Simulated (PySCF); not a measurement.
dimethylether (C₂H₆O), singlet, geometry from GFN2-xTB. Base run: HF/6-31G run with PySCF.

Input for PySCF:
```python
from pyscf import gto, scf

mol = gto.Mole()
mol.atom = '''
    C     0.000999    1.168731   -0.198484
    O    -0.016288    0.002183    0.581813
    C     0.009862   -1.170187   -0.189459
    H    -0.021618    2.008493    0.492846
    H     0.909599    1.224719   -0.811800
    H    -0.872295    1.217775   -0.861658
    H    -0.006410   -2.004736    0.508331
    H    -0.863015   -1.230964   -0.852209
    H     0.918878   -1.224019   -0.802352
'''
mol.basis = '6-31g'
mol.charge = 0
mol.spin = 0
mol.verbose = 4
mol.build()

mf = scf.RHF(mol)
mf.kernel()
```

The base run was repeated with changes; each row names its change, and settings that it needs were set with it.

```csv
change,ΔE vs base (µEh),fitting functions,dipole (D)
base,0.0,-,1.95
auxbasis = def2-svp-ri,___,___,1.95
auxbasis = cc-pvtz-ri,10.0,423,1.95
auxbasis = def2-universal-jfit,1080,213,1.95
auxbasis = cc-pvdz-jkfit,113,348,1.95
auxbasis = def2-tzvp-ri,42.9,318,1.95
"exchange = seminumerical (SGX) (with mf = sgx.sgx_fit(mf, auxbasis='def2-universal-jfit'); with mf.with_df.dfj = True)",___,213,1.95
auxbasis = autoaux,66.5,298,1.96
auxbasis = even-tempered beta=1.6,___,___,1.96
auxbasis = even-tempered beta=2.0,72.0,270,1.96
```

**Question.** Some entries are withheld; supply them.

**Answer.** 
- auxbasis = def2-svp-ri, ΔE vs base (µEh): -3255
- auxbasis = def2-svp-ri, fitting functions: 228
- exchange = seminumerical (SGX) (with mf = sgx.sgx_fit(mf, auxbasis='def2-universal-jfit'); with mf.with_df.dfj = True), ΔE vs base (µEh): -161
- auxbasis = even-tempered beta=1.6, ΔE vs base (µEh): 180
- auxbasis = even-tempered beta=1.6, fitting functions: 400

A fitting set is made for a task (jfit for Coulomb, jkfit for Coulomb and exchange, ri for correlation) and for a family of orbital bases.
